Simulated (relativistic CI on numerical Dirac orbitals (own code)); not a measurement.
Method of calculation: Dirac-Coulomb-Breit CI, KLI orbitals optimised for each configuration, a model potential for QED, unscaled Slater integrals (own radial code, finite nucleus).

The strongest absorption lines from the ground level of an ion, among the configurations computed and to levels below about 90.3 eV (vacuum wavelength in nm, gf): 16.834 (0.58), 16.919 (3.4), 17.549 (1.2), 17.591 (0.61), 17.719 (11), 18.156 (2.8), 18.676 (17), 28.779 (0.84).

Problem. Which ion is it?
A. Nb3+
B. Rh7+
C. Rh9+
D. In11+

Solution. B. Rh7+ has 38 electrons and the ground level 4s²4p⁶4d² ³F2; the strongest line goes to 4s²4p⁵4d³ ³G°3. The pattern of lines fixes the number of electrons, and along that sequence the line energies rise steadily with the charge (about as its square where n changes within one kind of shell, about linearly where n is kept but much faster in heavy ions where fine structure, which grows about as Z⁴, sets the gap, and irregularly where shells cross), which fixes Z. Configurations outside the model, such as inner-shell arrays, can give stronger lines. At this charge configurations can still be misplaced by up to about 7 % of their energy. Terms inside the open d or f shell come out 10 to 20 % too wide with unscaled integrals.

LS names give the leading component of a level, which can be under half, so a name can repeat, a term be missing and a line seem to break the LS rules.
